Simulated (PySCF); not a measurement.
N⁺ (nitrogen, charge +1) across methods

[He] 2s2 2p1 3d1, one real determinant (an excited configuration). All numbers are calculated (PySCF 2.14, the spin-free X2C one-electron Hamiltonian (Gaussian nucleus), in dyall-acv3z).

```tsv
method	E (hartree)	mean ε 2s β (eV)	mean ε 2p α (eV)	mean ε 3d α (eV)	Σ⟨r²⟩ (bohr²)	⟨S²⟩
HSE06	-53.1505	-40.221	-32.026	-3.194	16.25	2.001
B3LYP	-53.2087	-40.362	-32.110	-3.465	16.23	2.001
M06-2X	-53.1918	-42.623	-34.286	-3.864	16.28	2.001
BP86	-53.2049	-38.890	-30.052	-3.208	16.20	2.001
UHF	-53.01542	-45.083	-39.141	-4.509	16.40	2.004
PBE0	-53.1441	-40.654	-32.409	-3.564	16.25	2.001
PBE	-53.1431	-38.725	-30.001	-3.117	16.23	2.001
r2SCAN	-53.1646	-39.119	-30.957	-2.995	16.26	2.002
```

**Question.** Estimate the same row for LDA.

**Answer.** E (hartree) = -52.7196; mean ε 2s β (eV) = -38.534; mean ε 2p α (eV) = -29.783; mean ε 3d α (eV) = -2.818; Σ⟨r²⟩ (bohr²) = 16.17; ⟨S²⟩ = 2.000.

⟨L²⟩ = 8.00 against 12 for a pure F term, so this real determinant mixes terms. The outer electron is Rydberg-like, and this basis confines it to a smaller radius and binds it less than a complete one would.
